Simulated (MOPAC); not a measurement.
A run for MOPAC: AM1 on FH5OSi (a complex), monomers drawn apart or pushed together.

```
AM1 1SCF PRECISE CHARGE=0 THREADS=1
FH5OSi

F      1.01145503 1    -1.02785651 1     0.18953647 1
H      0.84095398 1    -0.83434389 1     1.09638411 1
O     -0.00610774 1     0.01678485 1     3.86662065 1
Si    -1.20927103 1     1.03986854 1     4.41412882 1
H      0.54667439 1    -0.44033348 1     4.50627491 1
H     -2.18015672 1     0.29176825 1     5.24341048 1
H     -1.84574529 1     1.56406549 1     3.19446300 1
H     -0.62312713 1     2.13206441 1     5.22253969 1
```

Output:

```
*******************************************************************************
 **                                                                           **
 **                              MOPAC v23.2.5                                **
 **                                                                           **
 *******************************************************************************
 ** MOPAC's Digital Object Identifier: https://doi.org/10.5281/zenodo.6511958 **
 **                                                                           **
 ** Please cite the open-source release paper for use of this MOPAC version:  **
 ** J. E. Moussa and J. J. P. Stewart (2026)                                  **
 ** MOPAC: An open-source semiempirical molecular orbital program             **
 ** J. Open Source Softw., 11(119), 8025, https://doi.org/10.21105/joss.08025 **
 *******************************************************************************

                              AM1 CALCULATION RESULTS

 *******************************************************************************
 *  AM1        - The AM1 Hamiltonian to be used
 *
 *
 *
 *                 CHARGE ON SYSTEM = 0
 *
 *
 *
 *  PRECISE    - TIGHTER CRITERIA TO BE USED
 *  1SCF       - DO 1 SCF AND THEN STOP
 *  THREADS=1  - MULTI-THREADING NOT USED
 *  T=         - A TIME OF 172800.0 SECONDS REQUESTED
 *  DUMP=N     - RESTART FILE WRITTEN EVERY 7200.0 SECONDS REQUESTED
 *******************************************************************************
AM1 1SCF PRECISE CHARGE=0 THREADS=1
 FH5OSi

   ATOM   CHEMICAL          X               Y               Z
  NUMBER   SYMBOL      (ANGSTROMS)     (ANGSTROMS)     (ANGSTROMS)

     1       F          1.01145503  *  -1.02785651  *   0.18953647  *
     2       H          0.84095398  *  -0.83434389  *   1.09638411  *
     3       O         -0.00610774  *   0.01678485  *   3.86662065  *
     4      Si         -1.20927103  *   1.03986854  *   4.41412882  *
     5       H          0.54667439  *  -0.44033348  *   4.50627491  *
     6       H         -2.18015672  *   0.29176825  *   5.24341048  *
     7       H         -1.84574529  *   1.56406549  *   3.19446300  *
     8       H         -0.62312713  *   2.13206441  *   5.22253969  *



          CARTESIAN COORDINATES

    NO.       ATOM           X           Y           Z

     1         F          1.0115     -1.0279      0.1895
     2         H          0.8410     -0.8343      1.0964
     3         O         -0.0061      0.0168      3.8666
     4        Si         -1.2093      1.0399      4.4141
     5         H          0.5467     -0.4403      4.5063
     6         H         -2.1802      0.2918      5.2434
     7         H         -1.8457      1.5641      3.1945
     8         H         -0.6231      2.1321      5.2225

  H: (AM1): M.J.S. DEWAR ET AL, J. AM. CHEM. SOC. 107 3902-3909 (1985)
  O: (AM1): M.J.S. DEWAR ET AL, J. AM. CHEM. SOC. 107 3902-3909 (1985)
  F: (AM1): M.J.S. DEWAR AND E. G. ZOEBISCH, THEOCHEM, 180, 1 (1988).
 Si: (AM1): M.J.S.DEWAR, C. JIE, ORGANOMETALLICS, 6, 1486-1490 (1987).

           Empirical Formula: H5 O F Si  =     8 atoms



      MOLECULAR POINT GROUP   :   Cs


      RHF CALCULATION, NO. OF DOUBLY OCCUPIED LEVELS = 11


 -------------------------------------------------------------------------------
 AM1 1SCF PRECISE CHARGE=0 THREADS=1
 FH5OSi



     1SCF WAS SPECIFIED, SO BFGS WAS NOT USED
     SCF FIELD WAS ACHIEVED


                              AM1 CALCULATION
                                                       MOPAC v23.2.5 Linux




          FINAL HEAT OF FORMATION =       -127.65921 KCAL/MOL =    -534.12615 KJ/MOL


          COSMO AREA              =        123.92 SQUARE ANGSTROMS
          COSMO VOLUME            =        100.82 CUBIC ANGSTROMS

          IONIZATION POTENTIAL    =         11.330272 EV
          HOMO LUMO ENERGIES (EV) =        -11.330  1.046
          NO. OF FILLED LEVELS    =         11
          MOLECULAR WEIGHT        =         68.1228         POINT GROUP:  Cs

          MOLECULAR DIMENSIONS (Angstroms)

            Atom       Atom       Distance
            H     8    F     1     6.16345
            H     7    H     5     3.33361
            F     1    H     6     2.35350


          SCF CALCULATIONS        =          1





   ATOM   CHEMICAL          X               Y               Z
  NUMBER   SYMBOL      (ANGSTROMS)     (ANGSTROMS)     (ANGSTROMS)

     1       F          1.01145503  *  -1.02785651  *   0.18953647  *
     2       H          0.84095398  *  -0.83434389  *   1.09638411  *
     3       O         -0.00610774  *   0.01678485  *   3.86662065  *
     4      Si         -1.20927103  *   1.03986854  *   4.41412882  *
     5       H          0.54667439  *  -0.44033348  *   4.50627491  *
     6       H         -2.18015672  *   0.29176825  *   5.24341048  *
     7       H         -1.84574529  *   1.56406549  *   3.19446300  *
     8       H         -0.62312713  *   2.13206441  *   5.22253969  *

                             CARTESIAN COORDINATES

   1    F        1.011455030    -1.027856510     0.189536470
   2    H        0.840953980    -0.834343890     1.096384110
   3    O       -0.006107740     0.016784850     3.866620650
   4   Si       -1.209271030     1.039868540     4.414128820
   5    H        0.546674390    -0.440333480     4.506274910
   6    H       -2.180156720     0.291768250     5.243410480
   7    H       -1.845745290     1.564065490     3.194463000
   8    H       -0.623127130     2.132064410     5.222539690


           Empirical Formula: H5 O F Si  =     8 atoms



      MOLECULAR POINT GROUP   :   Cs


                  EIGENVALUES
 -47.41023 -36.36448 -18.85292 -16.67005 -16.04319 -14.44458 -13.74472 -13.61553
 -13.61532 -11.91172 -11.33027   1.04645   1.47116   1.57243   1.74963   5.43885
   5.75378


              NET ATOMIC CHARGES AND DIPOLE CONTRIBUTIONS

  ATOM NO.   TYPE          CHARGE      No. of ELECS.   s-Pop       p-Pop
    1          F          -0.287469        7.2875     1.90554     5.38193
    2          H           0.287424        0.7126     0.71258
    3          O          -0.629479        6.6295     1.83659     4.79289
    4         Si           1.061147        2.9389     0.83019     2.10866
    5          H           0.239944        0.7601     0.76006
    6          H          -0.240436        1.2404     1.24044
    7          H          -0.190699        1.1907     1.19070
    8          H          -0.240433        1.2404     1.24043
 DIPOLE           X         Y         Z       TOTAL
 POINT-CHG.    -0.823     0.777     2.240     2.510
 HYBRID         0.376    -0.284     0.931     1.043
 SUM           -0.447     0.494     3.172     3.241


          ATOMIC ORBITAL ELECTRON POPULATIONS

     Atom    s        px        py        pz
    1  F   1.90554   1.97971   1.97388   1.42834
    2  H   0.71258
    3  O   1.83659   1.57902   1.68751   1.52636
    4 Si   0.83019   0.66155   0.68960   0.75752
    5  H   0.76006
    6  H   1.24044
    7  H   1.19070
    8  H   1.24043

 **********************
 *                    *
 * JOB ENDED NORMALLY *
 *                    *
 **********************




 == MOPAC DONE ==
```

The run finished.

Cost: roughly 0.03 core-seconds.
